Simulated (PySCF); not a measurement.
These 3 structures share the formula C9H10F2. The calculation used PySCF, PBE0-D3(BJ)/def2-SVP geometry optimisation, gas phase. One conformer each; no zero-point energy, no entropy. No frequencies were run at this level. Point groups hold within 0.08 Å.

Task: Rank from lowest to highest electronic energy at this level (kcal/mol).
A. `[CH3:1][C:2]([F:3])([F:4])[CH2:5][c:6]1[cH:7][cH:8][cH:9][cH:10][cH:11]1` with C1–C2–C5–C6 -56°, C2–C5–C6–C7 106° (PhCH2CF2CH3)
B. `[CH3:1][CH2:2][C:3]([F:4])([F:5])[c:6]1[cH:7][cH:8][cH:9][cH:10][cH:11]1` with C1–C2–C3–F4 58°, C2–C3–C6–C7 92°
C. `C#C[C@@H]1C[C@H]2C[C@H]([C@@H]2F)[C@@H]1F`

Result: A (0.0), B (2.6), C (77.1).

As drawn, the lowest has an aromatic ring and two fluorines on one carbon, which the highest lacks; the highest has a four-membered ring and a C≡C bond, which the lowest lacks.

| SMILES | E (Eh) | E rel (kcal/mol) | dipole (D) | point group | A, B, C (MHz) |
| --- | --- | --- | --- | --- | --- |
| CC(F)(F)Cc1ccccc1 | -547.69639 | 0.0 | 2.04 | C1 | 2515, 651.4, 595.4 |
| CCC(F)(F)c1ccccc1 | -547.69223 | 2.6 | 2.14 | near Cs | 2421, 694.5, 637.2 |
| C#C[C@@H]1C[C@H]2C[C@H]([C@@H]2F)[C@@H]1F | -547.57351 | 77.1 | 2.19 | C1 | 2262, 809.7, 723.1 |

Task: As an exercise, what shares would exp(−E/RT) give at 2000 K from these electronic energies alone (no entropy, no degeneracies)?

Result: RT = 3.974 kcal/mol: CC(F)(F)Cc1ccccc1 65.9 %, CCC(F)(F)c1ccccc1 34.1 %, C#C[C@@H]1C[C@H]2C[C@H]([C@@H]2F)[C@@H]1F under 0.1 %.
